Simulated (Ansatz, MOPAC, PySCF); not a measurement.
Torsion H3–Si1–Si2–H4 in H4Si2 (SMILES [SiH][SiH3]); at each angle all else is relaxed with GFN2-xTB, and the levels are single points there.
Geometry at 80° (charge 0, multiplicity 1):
```xyz
6

Si     1.52764    -0.89699    -0.11597
Si    -0.54829     0.04017     0.07755
H      2.43429     0.29612    -0.06166
H     -0.94783     0.56838    -1.24020
H     -0.95137     1.10633     1.00986
H     -1.49054    -1.05606     0.36702
```

On the grid 0° to 120°, 0° is the highest and 80° the lowest point at CCSD(T)/CBS(cc-pV(T+d)Z, cc-pV(Q+d)Z).

Correlated levels freeze the cores. CBS(a, b) extrapolates the correlation energy as X⁻³ and adds the Hartree–Fock energy of set b. Rows in 3-21G, 6-311+G**, 6-31G* carry no dispersion term and start afresh at each structure (6-31G* with six Cartesian d functions). The state that AM1, PM6, PM7 reach isn't checked; PM7 holds dispersion and hydrogen-bond terms.

Codes used: Ansatz (a program for electronic structure); MOPAC for AM1, PM6, PM7 (differences of heats of formation); PySCF for 3-21G rows, 6-311+G** rows, 6-31G* rows, the dispersion terms. Each number belongs to the level named beside it.

Other levels give for the energy at 0° less that at 80°: PBE/def2-TZVPP -4.9; B3LYP/def2-TZVPP 2.9; B3LYP-D3(BJ)/def2-TZVPP 3.0; wB97M-V/def2-TZVPP 6.0; CCSD(T)/CBS(cc-pV(T+d)Z, cc-pV(Q+d)Z) 12.3 meV.

Task: What do these common cheap choices give for the same quantity: AM1, PM6, PM7, HF/6-31G*, BP86/6-31G*, B3LYP/3-21G, B3LYP/6-31G*, B3LYP/6-311+G**?

Result: AM1 10.6; PM6 -28.7; PM7 9.3; HF/6-31G* 19.5; BP86/6-31G* -3.7; B3LYP/3-21G 6.1; B3LYP/6-31G* 2.9; B3LYP/6-311+G** 4.0 meV. They span -28.7 to 19.5 meV.
